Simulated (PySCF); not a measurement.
An unknown is described by computed data only.

Elements present: C, H, O and Si. Monoisotopic mass: 200.1233 u.

| Property | Result |
| --- | --- |
| Rotational structure | rotational constants A, B, C: 0.715, 0.525, 0.427 GHz [PBE0-D3(BJ)/def2-SVP] |
| 1H NMR | chemical shifts (computed TMS as zero) by class: 6.48 (1 H), 6.47 (1 H), 6.40 (2 H), 6.27 (2 H), 3.89 (2 H), 1.22 (12 H) ppm [GIAO PBE0/pcSseg-1] |
| NMR, other nuclei | isotropic shieldings of nuclei other than C and H, by class: 245 (2 O), 382 (1 Si) ppm [GIAO PBE0/pcSseg-1] |
| Triplet | lowest triplet excitation (Tamm–Dancoff): 4.20 eV [TDA CAM-B3LYP/def2-SVPD] |
| 13C NMR | chemical shifts (computed TMS as zero) by class: 148.4 (2 C), 140.2 (2 C), 66.1 (2 C), 27.1 (4 C) ppm [GIAO PBE0/pcSseg-1] |
| Dipole | 1.53 D [CAM-B3LYP/def2-SVPD] |
| Polarisability | 151.8 au [CAM-B3LYP/def2-SVPD] |
| UV, strongest line | among the 10 lowest singlet transitions: S4 at 7.08 eV (175 nm, f = 0.218) [TDDFT CAM-B3LYP/def2-SVPD] |
| UV, first state | lowest singlet excitation: 6.22 eV (199 nm, f = 0.008) [TDDFT CAM-B3LYP/def2-SVPD] |

The electronic properties come from PySCF, for the isolated species, density fitting. Levels stand in brackets. NMR shifts are as computed; neighbouring signals can stand in another order in a measured spectrum. Isolated species at its PBE0-D3(BJ)/def2-SVP geometry (one conformer only). Each NMR value is the plain mean over a class of atoms that symmetry, rotation or inversion makes alike.

**Question.** Which formula fits the mass and the elements?

**Answer.** C10H20O2Si (calculated 200.1233). No other formula that holds each of these elements comes within 0.0003 u with a fitting electron parity and a possible valence count.

**Question.** Propose a structure and show how it fits.

**Answer.** 10 carbons fall into 4 classes; from least to most shielded: carbon bonded to C and 2 H (148.4 ppm, 2 C), carbon bonded to C, Si and H (140.2 ppm, 2 C, up to 4.4 ppm apart in this geometry), carbon bonded to 2 C, O and H (66.1 ppm, 2 C), carbon bonded to C and 3 H (27.1 ppm, 4 C). Hydrogen classes from least to most shielded: 1 H on a carbon bonded to C and 2 H (6.48 ppm), 1 H on a carbon bonded to C and 2 H (6.47 ppm), 2 H on 2 like atoms (carbon bonded to C and 2 H) (6.40 ppm, a mean of values up to 0.5 ppm apart in this geometry), 2 H on 2 like atoms (carbon bonded to C, Si and H) (6.27 ppm), 2 H on 2 like atoms (carbon bonded to 2 C, O and H) (3.89 ppm), 12 H on 4 like atoms (carbon bonded to C and 3 H) (1.22 ppm, a mean of values up to 1.2 ppm apart in this geometry). The other shieldings belong to: 245 ppm, oxygen bonded to C and Si; 382 ppm, silicon bonded to 2 C and 2 O. The optimised geometry has point group C1 and is an asymmetric top. Structure: Si(vinyl)2(OiPr)2, `C(C)(O[Si](OC(C)C)(C=C)C=C)C`. The assignments are read from this structure; whether some other isomer fits the data as well wasn't checked.
